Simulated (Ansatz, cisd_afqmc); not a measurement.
System: BH₃S, charge 0, singlet. BH3S (SMILES BS).
B3LYP-D3(BJ)/def2-TZVP minimum from Ansatz (a first-principles code):
```xyz
5

B     -0.7938    -0.9118     0.1461
H     -0.3835    -1.9590     0.5257
H     -1.9390    -0.7211    -0.0944
S      0.4169     0.3671    -0.0433
H     -0.3781     1.3651    -0.4697
```
Charge 0, spin multiplicity 1.

Total energies in cc-pV(D+d)Z, 12 correlated electrons, 6 frozen orbitals. Radicals and triplets start from unrestricted determinants; spin-orbit coupling is neglected. Cores are frozen in correlated methods. No relativity. AFQMC/CISD: phaseless, guided by CISD from CCSD amplitudes; bars are statistical, one sigma. Outlying blocks are dropped, and bars are widened where a walk drifts. Over all cases where full CI ran beside it in this data, AFQMC minus full CI had a median of +0.1 mEh and passed +0.4 mEh in a tenth of the cases.

```
method         program         energy (Eh)  minus CCSDTQ (mEh)
----------  ----------  ------------------  ------------------
HF              Ansatz          -423.98114              269.19
MP2             Ansatz          -424.20654               43.79
CCSD            Ansatz          -424.24140                8.93
CCSD(T)         Ansatz          -424.24898                1.35
CCSDT(Q)        Ansatz          -424.25034               -0.01
CCSDTQ          Ansatz          -424.25033                0.00
AFQMC/CISD  cisd_afqmc  -424.2501 ± 0.0005           0.2 ± 0.5
```

Rough core times of Ansatz's runs on a shared machine: CCSD(T) under 20 s, CCSDT(Q) 30 s, CCSDTQ 30 min.
